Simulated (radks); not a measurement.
These are the eigenvalues of the occupied orbitals of an atom or ion with whole-number occupations (eV). All-electron calculation, scalar-relativistic Kohn-Sham, LDA (Slater exchange, Perdew-Wang correlation), spin-polarised, spherical densities, finite nucleus; Fermi nuclear charge, rms radius of each element as measured or else 0.836 A^(1/3) + 0.57 fm. Program: a radial shooting solver on a logarithmic mesh with Libxc functionals.

1s up: -38723.43
1s down: -38723.41
2s up: -6178.742
2s down: -6178.732
2p up: -5542.647
2p down: -5542.638
3s up: -1333.309
3s down: -1333.295
3p up: -1130.109
3p down: -1130.096
3d up: -837.2298
3d down: -837.2172
4s up: -281.2077
4s down: -281.1817
4p up: -215.0499
4p down: -215.0212
4d up: -119.2615
4d down: -119.2259
5s up: -54.1670
5s down: -54.0742
5p up: -37.3335
5p down: -37.1882
6s up: -15.2364

Which element is it, and in what charge state? The configuration may be excited. Open shells, if any, are filled with parallel spins first.

Answer. Z = 57, lanthanum, charge +2: La2+ in [Xe] 6s1. The list shows which subshells hold electrons but not how many an open one holds; the 1s level, -1423.1 hartree, gives Z - s = 53.3 by -(Z - s)^2/2, which with screening and relativity narrows Z to a few neighbours, and the depths of the outer levels then fix element, charge and occupations together.
